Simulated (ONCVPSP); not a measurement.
PW91 ONCV dataset for antimony (Sb), fully relativistic all-electron reference.

ONCVPSP 4.0.1 input, shortened (lines: element, Z, core and valence counts, functional; n l f; lmax; l rc ep ncon nbas qcut; lloc lpopt rc5 dvloc0; l nproj debl; icmod fcfact rcfact), PW91, fully relativistic:

```
  Sb 51.00    6    5  -109134      upf
    1    0    2.00
    2    0    2.00
    2    1    6.00
    3    0    2.00
    3    1    6.00
    3    2   10.00
    4    0    2.00
    4    1    6.00
    4    2   10.00
    5    0    2.00
    5    1    3.00
    2
    0    1.20    0.00    4    8   11.00
    1    1.10    0.00    3    7   11.00
    2    1.65    0.00    4    8    7.80
    4    3    1.00    6.00
    0    2    3.80
    1    2    3.30
    2    1    0.50
    2    0.45    0.65
```

Open shells are filled in proportion to 2j + 1.

All-electron outer shells of the reference configuration (PW91, scalar-relativistic, ld1.x):

```
shell  level (eV)  outermost node (bohr)  outermost maximum (bohr)
   3p     -750.58                   0.13                      0.29
   3d     -516.05                      –                      0.24
   4s     -148.86                   0.39                      0.73
   4p     -101.81                   0.39                      0.76
   4d      -33.54                   0.38                      0.84
   5s      -12.90                   0.95                      1.90
   5p       -4.88                   1.04                      2.32
```

Task: Estimate the cutoffs (Ha) at which the residual kinetic energy of the hardest occupied pseudo-wave falls to 1 and 0.1 mHa per electron.

Result: 46 Ha and 61 Ha.

Task: What does a ghost test show?

Result: No bound ghost flagged; no localised positive-energy state flagged.

Task: Tests: 4s2 4p6 4d10 5s2 5p2; 4s2 4p6 4d10 5s2 5p1; 4s2 4p6 4d10 5s2 5p0; 4s2 4p6 4d10 5s1 5p3. Which has the largest error in its energy relative to the reference configuration, and how large is it?

Result: 4s2 4p6 4d10 5s2 5p1, with +0.8 meV (all-electron minus pseudo) on +24.46 eV.
